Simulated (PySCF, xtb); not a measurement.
C3H7ClSi, SMILES C1CC1[SiH2]Cl.

GFN2-xTB in xtb at its own geometry gives an orbital gap of 5.80 eV and a dipole moment of 2.05 D.

Coordinates come from a PBE-D3(BJ)/def2-SVP optimisation. This is a generated structure with no PubChem entry under its InChIKey; it may be hypothetical. The values are those of a single conformer.

Question: What does PySCF with PBE/def2-TZVP give? (Estimate from the structure and the level; the computed values follow.)

Answer: gap 6.48 eV (levels -7.08 and -0.60 eV), dipole 2.10 D.
